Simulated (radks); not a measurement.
Initial-state core-level shifts of neutral tellurium when its valence configuration changes from [Kr] 4d10 5s2 5p4. All-electron calculation, Dirac Kohn-Sham, LDA (Slater exchange, Perdew-Wang correlation), spin-unpolarised, spherical densities, finite nucleus; open shells fill j = l - 1/2 first; Fermi nuclear charge, rms radius 4.7423 fm. Program: a radial shooting solver on a logarithmic mesh with Libxc functionals. Shifts are changes of the shell-averaged eigenvalues in eV (positive: less bound); the change of the density at the nucleus, which sets a Mossbauer isomer shift, is in e/bohr^3, on a base of 2.27e+05.

\begin{tabular}{lrrrrr}
valence & 2s & 3p & 4s & 4p & density at nucleus \\ \hline
4d10 5s1 5p5 & -1.497 & -1.513 & -1.488 & -1.477 & -58.87 \\
4d9 5s2 5p5 & -9.259 & -8.807 & -7.401 & -7.089 & +25.20 \\
4d9.5 5s2 5p4.5 & -4.591 & -4.376 & -3.700 & -3.546 & +12.48 \\
4d10 5p6 & -2.929 & -2.962 & -2.913 & -2.891 & -121.29 \\
4d8.5 5s2 5p5.5 & -14.003 & -13.292 & -11.103 & -10.628 & +38.15 \\
4d9.5 5s1 5p5.5 & -6.049 & -5.849 & -5.143 & -4.977 & -49.94 \\
4d9 5s1.5 5p5.5 & -9.977 & -9.532 & -8.109 & -7.790 & -7.34 \\
\end{tabular}
